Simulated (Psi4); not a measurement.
Complex: C2H4 (SMILES C=C) (first 6 atoms) with H4OSi (SMILES O[SiH3]); geometry from B3LYP-D3(BJ)/def2-TZVP, rigid monomers moved along the line of their centres of mass till H4···O7 is 3.68 Å.
(charge 0, multiplicity 1):
```json
[
 {"atom": "C", "x (Å)": "-0.3552", "y (Å)": "-0.4689", "z (Å)": "-0.0182"},
 {"atom": "C", "x (Å)": "0.4663", "y (Å)": "0.5705", "z (Å)": "0.0029"},
 {"atom": "H", "x (Å)": "-1.1645", "y (Å)": "-0.5394", "z (Å)": "-0.7351"},
 {"atom": "H", "x (Å)": "-0.2469", "y (Å)": "-1.2837", "z (Å)": "0.6863"},
 {"atom": "H", "x (Å)": "1.2720", "y (Å)": "0.6355", "z (Å)": "0.7235"},
 {"atom": "H", "x (Å)": "0.3667", "y (Å)": "1.3942", "z (Å)": "-0.6938"},
 {"atom": "O", "x (Å)": "0.6889", "y (Å)": "-1.0280", "z (Å)": "4.2325"},
 {"atom": "Si", "x (Å)": "-0.3246", "y (Å)": "0.1650", "z (Å)": "4.7739"},
 {"atom": "H", "x (Å)": "1.5607", "y (Å)": "-1.0964", "z (Å)": "4.6283"},
 {"atom": "H", "x (Å)": "-0.4255", "y (Å)": "0.1339", "z (Å)": "6.2553"},
 {"atom": "H", "x (Å)": "-1.6418", "y (Å)": "-0.1088", "z (Å)": "4.1719"},
 {"atom": "H", "x (Å)": "0.1488", "y (Å)": "1.5117", "z (Å)": "4.3743"}
]
```

Method: SAPT0/jun-cc-pV(D+d)Z in Psi4 1.11.

**Question.** Which attractive term is largest, and how does the interaction split up?

**Answer.** electrostatics -0.29, exchange 0.11, induction -0.03, dispersion -0.37, total -0.59 kcal/mol; the largest attraction is dispersion.
